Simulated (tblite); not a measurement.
Compound: C5H12OSi.
Structure used (GFN2-xTB), in Å, numbered top down from 1:
```
atom  x, y, z in Å
C1     2.8919   -0.3742    0.4852
C2     1.5743   -0.6633   -0.2228
C3     0.5420    0.4359    0.0189
C4    -0.7983    0.1090   -0.6347
O5    -1.4152   -1.0522   -0.0416
C6    -2.5785   -0.5085    0.5964
Si7   -2.2965    1.2262   -0.1699
H8     2.7402   -0.2969    1.5597
H9     3.6090   -1.1699    0.2974
H10    3.3193    0.5624    0.1321
H11    1.7490   -0.7596   -1.2971
H12    1.1607   -1.6085    0.1326
H13    0.9044    1.3864   -0.3813
H14    0.3925    0.5556    1.0946
H15   -0.6372   -0.0907   -1.7015
H16   -3.4655   -1.0680    0.2883
H17   -2.4899   -0.5903    1.6848
H18   -2.0221    2.3222    0.7567
H19   -3.1898    1.5937   -1.2653
```

Computed values, GFN2-xTB/tblite, gas phase, harmonic and unscaled. The method is semi-empirical: single wavenumbers can be off by several per cent or more. Modes of hydrogen on silicon can be 10 to 20 % off. One conformer, not necessarily the lowest.

Harmonic wavenumbers (cm⁻¹): 57.2, 83.3, 94.9, 130.0, 229.7, 278.3, 325.9, 409.2, 433.8, 496.5, 544.5, 600.4, 717.0, 736.7, 751.3, 781.9, 812.0, 882.0, 933.0, 955.8, 1012.6, 1068.8, 1091.9, 1095.1, 1126.2, 1136.9, 1178.0, 1217.2, 1227.9, 1268.9, 1282.0, 1320.0, 1363.2, 1414.4, 1473.0, 1478.8, 1495.7, 1505.6, 1507.5, 2280.2, 2287.0, 2875.0, 2894.2, 2933.6, 2954.0, 2967.3, 2973.9, 2996.8, 3025.4, 3031.1, 3037.5.

A = 4962, B = 1068, C = 962.7 MHz; mass 116.066 u (most abundant isotopes); point group C1, symmetry number 1.

What is the zero-point energy?

Half the sum of the wavenumbers: 34387 cm⁻¹ = 98.32 kcal/mol.

Give the ideal-gas entropy at 200 K and 1 bar in the rigid-rotor, harmonic-oscillator model (classical rotation).

Translation 38.20, rotation 27.34, vibration 16.39: S = 81.9 cal/(mol K).

And Cp and H(200 K) − H(0)?

Cp = 25.84 cal/(mol K), of which vibrations give 17.89 (their classical limit is 51 R = 101.3); H(200 K) − H(0) = 3.38 kcal/mol without the zero-point energy, 1.79 from vibrations.

Blend soft modes into free rotors: weight 1/[1 + (100 cm⁻¹/ν̃)⁴] for the oscillator and the rest for a rotor with moment μB/(μ + B), μ = h/(8π²ν), B = 10⁻⁴⁴ kg m². What vibrational entropy results?

15.33 cal/(mol K) in place of 16.39, which changes −T·S at 200 K by +0.21 kcal/mol.

Which modes carry the vibrational entropy at 200 K?

57.2 cm⁻¹: 3.77; 83.3 cm⁻¹: 3.03; 94.9 cm⁻¹: 2.78; 130.0 cm⁻¹: 2.19; 229.7 cm⁻¹: 1.20; 278.3 cm⁻¹: 0.91 cal/(mol K); the other 45 give 2.51 together.

What must be added to the electronic energy to get the Gibbs energy at 200 K and 1 bar?

ZPE + [H(200 K) − H(0)] − T·S = 98.32 + 3.38 − 16.39 = 85.31 kcal/mol.

Hindered rotation and anharmonicity are outside this model. Other conformers, if any are populated, would add a mixing term that is left out. The structure is chiral; the term R ln 2 for an equal mix with its mirror image is left out.
